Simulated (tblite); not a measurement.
Species: C3H5FSSi.
Numbering: `[F:1][CH2:2][C:3]1=[CH:4][SiH2:5][S:6]1` (hydrogens: H7, H8 on C2; H9 on C4; H10, H11 on Si5)

The geometry is computed with GFN2-xTB (gas phase).

Task: List the bond lengths, angles and torsions at this level.

Result: 
| bond | length (Å) | order |
| --- | --- | --- |
| F1–C2 | 1.371 | single |
| C2–C3 | 1.484 | single |
| C3=C4 | 1.344 | double |
| C4–Si5 | 1.869 | single |
| Si5–S6 | 2.226 | single |
| C3–S6 | 1.767 | single |
| C2–H7, C2–H8 | 1.097 | single |
| C4–H9 | 1.076 | single |
| Si5–H10, Si5–H11 | 1.453 | single |

Bonds in one row agree within 0.01 Å and their mean is given. Orders are formal, as drawn. A selection of angles:
| angle | degrees |
| --- | --- |
| F1–C2–C3 | 111.5 |
| F1–C2–H7 | 107.4 |
| C3–C2–H7 | 110.6 |
| H7–C2–H8 | 109.1 |
| C2–C3–C4 | 130.9 |
| C2–C3–S6 | 119.5 |
| C4–C3–S6 | 109.6 |
| C3–C4–Si5 | 98.7 |
| C3–C4–H9 | 124.8 |
| Si5–C4–H9 | 136.5 |
| C4–Si5–S6 | 76.6 |
| C4–Si5–H10 | 118.6 |
| S6–Si5–H10 | 108.4 |
| H10–Si5–H11 | 117.0 |
| C3–S6–Si5 | 75.1 |

Torsions: F1–C2–C3–C4 0° (synperiplanar); C2–C3–C4–Si5 180° (antiperiplanar); C3–C4–Si5–S6 0° (synperiplanar); C4–Si5–S6–C3 0° (synperiplanar); C2–C3–S6–Si5 180° (antiperiplanar).

S6 (sulfur bonded to C and Si) is bent (angle 75.1°). Of the pairs four or more bonds apart, F1···H9 is among the closest relative to their van der Waals radii: 2.72 Å, 102 % of the sum of Bondi's values. The C–C distances run from 1.344 Å (C3=C4, drawn double) to 1.484 Å (C2–C3, drawn single), a spread of 0.140 Å. The 4-membered ring C3–C4–Si5–S6 has internal angles of 75.1° to 109.6°; it is planar, 0.00 Å rms from its mean plane, widest ring torsion 0°. The 6 heavy atoms lie in one plane (0.000 Å rms). Si5 (SiH2 silicon) has angles from 76.6° to 118.6°.

Point group: Cs (every atom within 0.08 Å of its image). Its GFN2-xTB frequencies are all real (lowest 70 cm⁻¹). The numbers are those of one conformer.
